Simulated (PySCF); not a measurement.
A structure optimised at B3LYP-D3(BJ)/def2-SVP, used in a PySCF frequency run:

```xyz
7

Te     0.2839     0.0292     0.9493
Br    -1.6830     0.6973    -0.5135
O      1.7012    -0.1526    -0.4398
Si     1.7886    -1.3910    -1.5805
H      1.7022    -2.7245    -0.9163
H      3.1052    -1.2343    -2.2536
H      0.6864    -1.2694    -2.5749
```
Charge 0, spin multiplicity 1.

Question: Write its SMILES and formula.

Answer: [SiH3]O[Te]Br, BrH₃OSiTe

Question: What are its rotational constants (standard atomic weights)?

Answer: 2.1211, 1.0501, 0.72453 GHz
